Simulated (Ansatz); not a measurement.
Cl3Si (SMILES Cl[Si](Cl)Cl), doublet, at a GFN2-xTB geometry. Base run: HF/6-311G** (Ansatz, a program for electronic structure).

Here is a job for Ansatz.
Ansatz 0.2 input:
```yaml
crystal:
  periodic: [false, false, false]
  atoms:
    - {symbol: Si, position_ang: [0.30534902, 0.30108305, 0.30322167]}
    - {symbol: Cl, position_ang: [-0.85134863, -0.87589088, 1.47732074]}
    - {symbol: Cl, position_ang: [1.47133362, -0.85554212, -0.88186222]}
    - {symbol: Cl, position_ang: [-0.87144888, 1.48348225, -0.84517049]}
basis:
  gaussian:
    orbitals: 6-311G__.json
hamiltonian:
  xc: hf
magnetization: {spin_polarized: true, initial_magnetization: 1}
```
The basis file holds 6-311G** in the JSON format of the Basis Set Exchange.

Each row names what was changed in the base input (with any setting that the change needs).

```json
[
 {"change": "base", "ΔE vs base (eV)": "0.00"},
 {"change": "occupation = up:A':21 A'':12 down:A':20 A'':12", "ΔE vs base (eV)": "0.00"},
 {"change": "occupation = up:A':22 A'':11 down:A':20 A'':12", "ΔE vs base (eV)": "8.63"},
 {"change": "occupation = up:A':20 A'':13 down:A':20 A'':12", "ΔE vs base (eV)": "6.58"},
 {"change": "symmetry_tolerance_ang = 0.01", "ΔE vs base (eV)": "0.00"}
]
```
